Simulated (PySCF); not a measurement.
Input of a run (PBE0-D3(BJ)/def2-SVP geometry optimisation, gas phase (PySCF 2.14.0)), started from a GFN2-xTB structure with every atom displaced at random (by about 0.01 Å):
```
{"job": {"xc": "PBE0", "basis": "def2-SVP", "d3": "d3bj", "grid": 1, "shake": 0.01, "kind": "geom"}, "charge": 0, "multiplicity": 1}
C      1.657190     0.085570    -0.078880
C      1.122660    -0.882650     0.625630
S     -0.578590    -1.154040     1.043130
Ge    -1.671410     0.394220    -0.067060
Cl    -1.537630     0.114060    -2.158030
H      1.027560     0.903740    -0.508540
H      2.705650     0.161710    -0.266460
H      1.760060    -1.650950     1.046650
H     -1.285780     1.820410     0.285240
H     -3.149270     0.187000     0.351580
```

Output (energies in Eh, forces in Eh/bohr):
```
step   0  E = -3013.41757496  max force = 0.035647
step   1  E = -3013.42180734  max force = 0.005148
step   2  E = -3013.42222733  max force = 0.001799
step   3  E = -3013.42222504  max force = 0.006729
step   4  E = -3013.42263339  max force = 0.002160
step   5  E = -3013.42284249  max force = 0.001671
step   6  E = -3013.42293036  max force = 0.001553
step   7  E = -3013.42294860  max force = 0.000426
step   8  E = -3013.42295592  max force = 0.000147
optimisation converged
```

Problem. Summarise the run.

Solution. The energy falls by 0.146 eV over 9 energy and gradient evaluations, the largest force component goes from 0.0356 to 1.5e-04 Eh/bohr, and the atoms move by 0.348 Å rms after alignment. The bond that changes most is Ge4–Cl5 (ends: germanium bonded to Cl, S and 2 H; chlorine bonded to Ge), which lengthens by 0.058 Å. Bonds longer at the end by more than 0.005 Å: 6 of 9; shorter: 2. Among the angles that change most is H9–Ge4–H10, from 107.8° to 115.8°. Among the dihedrals that turn most is C1–C2–S3–Ge4, from 6° to -29°. The energy rose by more than 1e-6 Eh at step 3. The first step brought 79 % of the lowering.

Problem. What are the final bond lengths?

Solution. C1=C2 1.335 Å, C2–S3 1.769 Å, S3–Ge4 2.211 Å, Ge4–Cl5 2.172 Å, C1–H6 1.094 Å, C1–H7 1.093 Å, C2–H8 1.096 Å, Ge4–H9 1.532 Å, Ge4–H10 1.532 Å. Numbering counts from 1 in the input's order; the species is `C=C[S][GeH2][Cl]`.

The run used 121 basis functions and 63 SCF cycles in all. Hardware: Arm Neoverse V1, one thread, shared host with 32 logical CPUs at a one-minute load of 21. Cost: 68 s, 0.52 GiB resident at most.

Not checked by PBE0-D3(BJ)/def2-SVP frequencies. The numbers are those of one conformer.
